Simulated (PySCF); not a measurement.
## From computed data to an observable: oscillator strength and radiative lifetime

C₄H₈Si, SMILES C#C[SiH](C)C.

Geometry optimised at B3LYP-D3(BJ)/def2-SVP.

TDDFT-PBE/def2-SVPD run with PySCF 2.14.0 puts the first singlet state with f over 0.02 at 6.84 eV (vertical), with the transition dipole (-0.762, -0.157, 0.000) in atomic units.

**Question.** Find the oscillator strength, the wavelength and the radiative lifetime that this transition would have in vacuum if emission retraced absorption.

**Answer.** 
|μ|² = 0.6053 au, so |μ| = 1.98 D. ΔE = 6.84/27.211 = 0.2514 hartree. f = (2/3) ΔE |μ|² = 0.101 (the program prints 0.102).
λ = 1239.84/6.84 = 181 nm; ν = 55168 cm⁻¹.
Einstein's coefficient A = 0.6670 ν² f s⁻¹ (ν in cm⁻¹) = 2.1e8 s⁻¹, so τ = 1/A = 4.9 ns. This state is S4; the lower singlets have f = 0.001, 0.002, 0.014. The figure is the radiative limit of this one transition; relaxation, internal conversion, crossing to triplets and a medium change what is measured.
